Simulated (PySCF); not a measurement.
From one molecule to another.

First species: C2H9FSSi2.
InChI=1S/C2H9FSSi2/c1-4-2(3,5)6/h1,5-6H3

Second species: C2H9FSSi2.
InChI=1S/C2H9FSSi2/c1-4-6-2(3)5/h2H,6H2,1,5H3/t2-/m1/s1

Levels: wB97X-D/def2-SVPD for dipole moment, HOMO energy, LUMO energy, HOMO–LUMO gap, static isotropic polarisability and electronic spatial extent ⟨r²⟩ about the centre of nuclear charge; TDDFT wB97X-D/def2-SVPD for lowest singlet excitation; TDA wB97X-D/def2-SVPD for lowest triplet excitation (Tamm–Dancoff); GFN2-xTB for rotational constant A and rotational constant C. Geometries: GFN2-xTB. Each structure is a single optimised conformer of the isolated species, non-relativistic unless stated; the electronic structure was computed with PySCF and density fitting.

The conformers computed, where there is a choice (atom-mapped SMILES and torsion angles):
- `[CH3:1][S:2][C:3]([F:4])([SiH3:5])[SiH3:6]`: C1–S2–C3–F4 -62°
- `[CH3:1][S:2][SiH2:3][C@H:4]([F:5])[SiH3:6]`: C1–S2–Si3–C4 63°, S2–Si3–C4–F5 -67°

Values for the first species:

```
Dipole moment                                                     : 1.37 D
HOMO energy                                                       : -8.58 eV
LUMO energy                                                       : 1.70 eV
HOMO–LUMO gap                                                     : 10.28 eV
Lowest singlet excitation                                         : 5.58 eV
Lowest triplet excitation (Tamm–Dancoff)                          : 5.19 eV
Static isotropic polarisability                                   : 100.0 au
Electronic spatial extent ⟨r²⟩ about the centre of nuclear charge : 1172 bohr²
Rotational constant A                                             : 2.066 GHz
Rotational constant C                                             : 1.150 GHz
```

Question: Estimate the same properties for the second species, and the change in each.

Answer: 
```csv
property,first,second,second less first
dipole moment,1.37 D,1.06 D,-0.31 D
HOMO energy,-8.58 eV,-8.66 eV,-0.08 eV
LUMO energy,1.70 eV,1.50 eV,-0.20 eV
HOMO–LUMO gap,10.28 eV,10.16 eV,-0.12 eV
lowest singlet excitation,5.58 eV,5.68 eV,+0.10 eV
lowest triplet excitation (Tamm–Dancoff),5.19 eV,5.37 eV,+0.18 eV
static isotropic polarisability,100.0 au,100.7 au,+0.7 au
electronic spatial extent ⟨r²⟩ about the centre of nuclear charge,1172 bohr²,1491 bohr²,+319 bohr²
rotational constant A,2.066 GHz,3.809 GHz,+1.743 GHz
rotational constant C,1.150 GHz,0.765 GHz,-0.385 GHz
```

On the first: The polarisability is 14.82 Å³ as a volume (1 au = 0.148185 Å³), or 1.35 au for each of the 74 electrons. S1 lies 4.70 eV below the HOMO–LUMO gap; its leading configuration is HOMO→LUMO, weight 0.51.

On the second: The polarisability is 14.92 Å³ as a volume (1 au = 0.148185 Å³), or 1.36 au for each of the 74 electrons. In atomic units the dipole is 0.42 e·bohr (1 au = 2.5417 D).
